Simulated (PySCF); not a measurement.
Se(H)(OMe) (CH4OSe), SMILES [SeH]OC. Atoms are numbered in the order given.

```xyz
7

Se    -0.4020    -0.1722     0.5946
H     -1.2318    -1.0930    -0.2135
O      0.9823    -0.0896    -0.5415
C      0.7925     0.7778    -1.6425
H      0.5384     1.7930    -1.3224
H      1.7418     0.7948    -2.1827
H      0.0064     0.4101    -2.3117
```
Charge 0, spin multiplicity 1.

Geometry optimised at PBE0-D3(BJ)/def2-TZVP. One conformer was computed; it need not be the lowest.

All values below come from HF/pcSseg-1 in PySCF.

GIAO shieldings, no solvent; atoms alike by connectivity are averaged. δ = σ(ref) − σ: ⁷⁷Se against Me2Se (σ = 1942.8 ppm); ¹H against TMS (σ = 31.99 ppm); ¹⁷O against H2O (σ = 333.0 ppm); ¹³C against TMS (σ = 192.6 ppm), references at their B3LYP-D3(BJ)/def2-TZVP geometries, non-relativistic.

```
nucleus       atoms  count  δ (ppm)
-------  ----------  -----  -------
⁷⁷Se            Se1      1   1101.8
¹H               H2      1     7.82
¹H       H5, H6, H7      3     3.46
¹⁷O              O3      1    -89.0
¹³C              C4      1     64.8
```
